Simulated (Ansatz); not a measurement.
input.yaml

```yaml
crystal:
  periodic: [false, false, false]
  atoms:
    - { symbol: B, position_ang: [-1.3062, -0.6748, 0.0009] }
    - { symbol: C, position_ang: [-0.1323, -0.6401, 0.9913] }
    - { symbol: Si, position_ang: [1.21, 0.3881, 0.1896] }
    - { symbol: O, position_ang: [1.2792, 0.1738, -1.5095] }
    - { symbol: Al, position_ang: [-0.5852, -0.0436, -1.8107] }
    - { symbol: H, position_ang: [-2.4268, -0.2567, 0.3319] }
    - { symbol: H, position_ang: [-0.3935, -0.2054, 1.9765] }
    - { symbol: H, position_ang: [0.2643, -1.6629, 1.1203] }
    - { symbol: H, position_ang: [2.5512, -0.0126, 0.7804] }
    - { symbol: H, position_ang: [1.0236, 1.8099, 0.5321] }
    - { symbol: H, position_ang: [-1.419, 1.0672, -2.5821] }
basis:
  gaussian: { orbitals: STO-3G }
hamiltonian:
  xc: blyp
relax:
  f_tol: 0.02
  max_steps: 40
scf:
  lower_state_search: "off"
```

Run as:

```bash
$ ansatz run input.yaml --threads 1 --pin off --max-ram 2048MiB --backend cpu --events-out ev --progress --plain --runs-dir out
```

Hardware: 1 thread of Arm Neoverse V2, with other jobs on the host.

Question: Roughly how long does this run take, and how much memory?

Answer: 23 s, with a peak of 0.16 GiB, for 10 ionic steps.
